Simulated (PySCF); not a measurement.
# Ca⁺ (calcium, charge +1) across methods

[Ar] 4p1, 2P determinant (an excited configuration). Calculation: PySCF 2.14, in ANO-RCC-VTZP; scalar relativity by spin-free X2C-1e.

| method | E (hartree) | mean ε 3p α (eV) | mean ε 3p β (eV) | mean ε 4p α (eV) | Σ⟨r²⟩ (bohr²) | ⟨S²⟩ |
| --- | --- | --- | --- | --- | --- | --- |
| M06-L | -680.097 | -36.878 | -36.848 | -6.870 | 37.95 | 0.750 |
| r2SCAN | -680.085 | -36.840 | -36.781 | -6.994 | 37.54 | 0.750 |
| B97-3 | -680.047 | -38.510 | -38.450 | -7.399 | 37.55 | 0.750 |
| BHandHLYP | -680.134 | -40.570 | -40.471 | -7.749 | 37.54 | 0.750 |
| r2SCAN0 | -680.081 | -38.941 | -38.862 | -7.414 | 37.65 | 0.750 |
| PBE | -679.907 | -36.025 | -35.942 | -7.021 | 37.05 | 0.750 |
| PBE0 | -679.949 | -38.426 | -38.329 | -7.466 | 37.44 | 0.750 |
| UHF | -679.33087 | -44.421 | -44.281 | -8.422 | 39.49 | 0.750 |
| LDA | -678.247 | -36.027 | -35.944 | -6.962 | 36.74 | 0.750 |
